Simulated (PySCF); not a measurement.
C5H6N, SMILES c1cc[nH+]cc1, charge +1.

Geometry optimised at PBE0-D3(BJ)/def2-SVP. The isomer is the one that the SMILES or the coordinates give; other isomers of the formula were not compared.

The numbers are results of PBE0/def2-TZVP (PySCF), not measurements.

Isolated molecule, no solvent.

Q: Estimate the frontier levels, gap, dipole moment and polarisability. (The exact figures need the calculation; the answer reports its results.)

A: 
| Item | Result |
|---|---|
| highest occupied level | -13.38 eV |
| lowest empty level | -7.00 eV |
| orbital gap | 6.39 eV |
| dipole moment about the centre of nuclear charge | 1.87 D |
| mean static polarisability | 55.3 bohr³ (8.19 Å³) |
| polarisability, principal values | 31.7, 65.8, 68.4 bohr³ |
